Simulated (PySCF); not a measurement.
# Partial charges of `CCC[SiH](F)F`

C3H8F2Si.
Numbering: `[CH3:1][CH2:2][CH2:3][SiH:4]([F:5])[F:6]` (hydrogens: H7, H8, H9 on C1; H10, H11 on C2; H12, H13 on C3; H14 on Si4)

Cartesian coordinates in Å at the GFN2-xTB level; atoms count from 1:
```xyz
14
C3H8F2Si angstrom
C     -2.088   -0.061    0.037
C     -0.651   -0.306    0.480
C      0.350    0.379   -0.454
Si     2.154    0.079    0.007
F      2.485   -1.486   -0.081
F      3.111    0.683   -1.126
H     -2.785   -0.548    0.716
H     -2.252   -0.454   -0.964
H     -2.308    1.005    0.026
H     -0.457   -1.380    0.498
H     -0.517    0.070    1.497
H      0.138    1.451   -0.468
H      0.176    0.022   -1.474
H      2.642    0.545    1.284
```

Density: PBE0/pcSseg-1 (PySCF); schemes: Mulliken, IAO, Hirshfeld and ESP-fitted. Geometry: GFN2-xTB, one conformer, isolated molecule.

Q: Atoms with like bonding are taken together and averaged. For which atoms does the sign change between the 4 schemes (beyond +0.03 e in one, beyond −0.03 e in another)?

A: C2 and H10/H11.

Q: Do the Mulliken, IAO, Hirshfeld and ESP-fitted schemes agree on where the charge is lowest?

A: The schemes don't all agree: Mulliken C3 (-0.574); IAO C3 (-0.586); Hirshfeld F5/F6 (-0.206); ESP-fitted C3 (-0.502).

Q: What partial charge does each atom carry?

A: In e; atoms taken as equivalent share a row and are averaged (×n: the atom named and its like, n in all):

```json
{"atom": "C1", "environment": "methyl carbon", "Mulliken": "-0.262", "IAO": "-0.415", "Hirshfeld": "-0.114", "ESP-fitted": "-0.348"}
{"atom": "C2", "environment": "chain CH2 carbon", "Mulliken": "-0.305", "IAO": "-0.242", "Hirshfeld": "-0.062", "ESP-fitted": "+0.375"}
{"atom": "C3", "environment": "sp3 carbon bound to silicon", "Mulliken": "-0.574", "IAO": "-0.586", "Hirshfeld": "-0.158", "ESP-fitted": "-0.502"}
{"atom": "Si4", "environment": "fluorine-bound silicon", "Mulliken": "+1.232", "IAO": "+1.475", "Hirshfeld": "+0.519", "ESP-fitted": "+0.840"}
{"atom": "F5/F6", "environment": "silicon-bound fluorine", "Mulliken": "-0.421", "IAO": "-0.532", "Hirshfeld": "-0.206", "ESP-fitted": "-0.318"}
{"atom": "H7/H8/H9", "environment": "methyl hydrogen", "Mulliken": "+0.113", "IAO": "+0.140", "Hirshfeld": "+0.042", "ESP-fitted": "+0.081"}
{"atom": "H10/H11", "environment": "methylene hydrogen", "Mulliken": "+0.129", "IAO": "+0.134", "Hirshfeld": "+0.039", "ESP-fitted": "-0.055"}
{"atom": "H12/H13", "environment": "methylene hydrogen", "Mulliken": "+0.150", "IAO": "+0.155", "Hirshfeld": "+0.047", "ESP-fitted": "+0.131"}
{"atom": "H14", "environment": "Si–H hydrogen", "Mulliken": "-0.147", "IAO": "-0.166", "Hirshfeld": "-0.069", "ESP-fitted": "-0.122"}
```

Mean size of the charges over all atoms: IAO 0.353 e, Mulliken 0.304 e, ESP-fitted 0.246 e, Hirshfeld 0.117 e. Each set sums to the total charge, 0, to within 0.001 e. The Hirshfeld scheme weights the molecular density at each point by an atom's share of the summed free-atom densities.

Some averages cover members that differ in this geometry: H12/H13, ESP-fitted +0.118 to +0.143 e.

Q: Sum the charges by element, for elements with more than one atom.

A: 
```json
{"element": "C", "atoms": "3", "Mulliken": "-1.141", "IAO": "-1.242", "Hirshfeld": "-0.335", "ESP-fitted": "-0.475"}
{"element": "F", "atoms": "2", "Mulliken": "-0.842", "IAO": "-1.064", "Hirshfeld": "-0.412", "ESP-fitted": "-0.637"}
{"element": "H", "atoms": "8", "Mulliken": "+0.752", "IAO": "+0.831", "Hirshfeld": "+0.228", "ESP-fitted": "+0.273"}
```

Q: How many electrons does the Mulliken scheme count on Si4?

A: Z − q = 14 − (+1.232) = 12.768.

The run behind these numbers computed NMR shieldings as well. Time: 27 s of wall time; peak memory 0.70 GiB. Hardware: one thread, Arm Neoverse N1 (aarch64) (shared host).
